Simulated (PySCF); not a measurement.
Simulated B 1s region for `C(F)(CBCB)(F)F`, binding energy against the vacuum level.

Every computed line was given a Gaussian of 1.0 eV full width at half maximum and an area set by the number of equivalent atoms; the highest printed point is 100. Computed with delta-SCF UKS SCAN, pcX-2 on the ionised atom, pcseg-1 elsewhere, spin-free X2C in PySCF.

binding energy (eV), intensity and a bar:
```
    195.0          0 
    195.1          1 
    195.2          1 
    195.3          2 #
    195.4          4 #
    195.5          7 ##
    195.6         12 ####
    195.7         19 ######
    195.8         29 #########
    195.9         41 ############
    196.0         54 ################
    196.1         68 ####################
    196.2         81 ########################
    196.3         92 ############################
    196.4         99 ##############################
    196.5        100 ##############################
    196.6         96 #############################
    196.7         87 ##########################
    196.8         75 ######################
    196.9         61 ##################
    197.0         47 ##############
    197.1         34 ##########
    197.2         24 #######
    197.3         16 #####
    197.4         10 ###
    197.5          6 ##
    197.6          3 #
    197.7          2 
    197.8          1 
    197.9          0 
    198.0          0
```

Task: Count the maxima, the lines and the sites behind this envelope.

Result: The curve has 1 maximum (at 196.5 eV). Under it lie 2 lines from 2 inequivalent boron sites. At this width some lines have no maximum of their own.

Task: Decompose the envelope and assign each component. Numbering: `[BH2:1][CH2:2][BH:3][CH2:4][C:5]([F:6])([F:7])[F:8]`.

Result: 
| position (eV) | relative area | line | atoms | environment |
| --- | --- | --- | --- | --- |
| 196.43 | 1 | B 1s | B1 | three-coordinate boron |
| 196.52 | 1 | B 1s | B3 | three-coordinate boron |

Task: What are the centre and the root-mean-square width of the whole band?

Result: The area-weighted mean of the lines is 196.47 eV. Their own spread about it is 0.05 eV (rms) and each Gaussian has σ = 1.0/2.355 = 0.42 eV; the variances add, which gives 0.43 eV.

Task: Above which line width would these two lines show one maximum?

Result: Two equal Gaussians merge once their distance is under 2σ = FWHM/1.177. With 0.09 eV between them that is a full width over 0.11 eV.

The 2 B 1s values lie within 0.09 eV of each other; Gaussian lines of 0.5 eV full width would blend them into one maximum.

No satellites, vibrations or lifetime broadening are included. The unrestricted hole states depart most from a pure doublet (⟨S²⟩ = 0.75; over 0.85 named) for B 1s of B1 (0.87), which makes this value less certain. Isolated species at its PBE0-D3(BJ)/def2-SVP geometry (one conformer only).

Time: 2.0 min wall; peak memory 0.59 GiB. Hardware: Arm Neoverse N1, one thread (shared host).

Shape of the structure used: `[BH2:1][CH2:2][BH:3][CH2:4][C:5]([F:6])([F:7])[F:8]`: B1–C2–B3–C4 -116°, C2–B3–C4–C5 167°, B3–C4–C5–F6 -60°.
